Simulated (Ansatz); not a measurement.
System: sum formula BBrCl, charge 0, multiplicity 2. It need not be the lowest isomer of its formula. 
Structure (B3LYP-D3(BJ)/def2-TZVP (Ansatz, an electronic-structure program) minimum search):
```
B
Cl 1 1.7224
Br 1 1.8945 2 126.07
```
Charge 0, spin multiplicity 2.

Basis-set convergence of Hartree-Fock and MP2 correlation energies (hartree) with Ansatz. Cores are frozen in the correlated levels unless marked. UHF or UKS for open shells. Spin-orbit coupling is left out. Frozen are the shells of the preceding noble gas and the d and f shells that filled before the atom's block. No relativistic terms.

```tsv
basis	functions	E(HF)	E(corr, MP2)
def2-SVP	64	-3056.13474	-0.31238
def2-TZVPP	121	-3056.63339	-0.41911
def2-QZVPP	216	-3056.69622	-0.46098
```

Extrapolating the two largest sets (X = 3 and 4) as X^-3: E(corr) = (64·(-0.46098) - 27·(-0.41911))/37 = -0.4915 Eh, an estimate of the basis-set limit. The largest set recovers 93.8 % of it, the smallest 63.6 %.
